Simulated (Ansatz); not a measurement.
Basis sets compared for Pt₂₀ (started as a model of: Pt20 flat piece). Total charge 0; singlet. Geometry PBE-D4/def2-SVP. Ansatz on 5 threads of AMD EPYC 7R13 on a shared host and a share (37 GiB) of an NVIDIA H100 80GB HBM3; times are rough, and most runs start from earlier orbitals.

```xyz
20

Pt    3.925    4.017   -2.300
Pt    2.940    1.754   -1.870
Pt    3.610   -0.647   -1.760
Pt    2.947   -2.218    0.101
Pt    4.267   -4.263    0.687
Pt    1.454    3.793   -2.662
Pt    0.376    1.923   -1.155
Pt    1.938    0.201    0.111
Pt    0.711   -1.741    1.438
Pt    2.010   -4.049    1.760
Pt   -0.984    3.940   -2.056
Pt   -2.020    2.346   -0.116
Pt   -0.599    0.304    0.579
Pt   -1.861   -1.783    1.386
Pt   -0.493   -4.048    1.851
Pt   -3.345    3.017   -2.169
Pt   -4.636    2.354   -0.019
Pt   -3.321    0.302    0.813
Pt   -4.139   -1.508    2.473
Pt   -2.782   -3.694    2.910
```

In the def2 sets Pt takes a core potential; there is no spin–orbit coupling. Single mean-field runs in def2-SVP, def2-TZVP are fitted with def2-universal-jkfit. The restricted singlet is unstable towards broken spin symmetry in Hartree–Fock (as tested in another run); at PBE-D4/def2-SVP, PBE-D4/def2-TZVP, PBE0-D4/def2-SVP, PBE0-D4/def2-TZVP this wasn't settled. No other spin state of charge 0 was run. Another isomer (singlet) lies 5.55 eV lower at PBE0-D4/def2-TZVP; other spin states weren't run for this one.

Binding counts from free atoms (Pt triplet) in the same basis, without a counterpoise term.

```tsv
level	functions	energy (Eh)	HOMO (eV)	LUMO (eV)	binding per atom (eV)	wall time
PBE-D4/def2-SVP	640	-2388.6604	-5.50	-5.43	3.71	15 s
PBE0-D4/def2-SVP	640	-2387.1657	-6.01	-5.03	2.94	25 s
```

Problem. Estimate the rows for PBE-D4/def2-TZVP (with forces), PBE0-D4/def2-TZVP.

Solution. 
```json
{"level": "PBE-D4/def2-TZVP (with forces)", "functions": "800", "energy (Eh)": "-2388.8901", "HOMO (eV)": "-5.47", "LUMO (eV)": "-5.39", "binding per atom (eV)": "3.89", "wall time": "19 s"}
{"level": "PBE0-D4/def2-TZVP", "functions": "800", "energy (Eh)": "-2387.3936", "HOMO (eV)": "-5.97", "LUMO (eV)": "-4.97", "binding per atom (eV)": "3.12", "wall time": "27 s"}
```
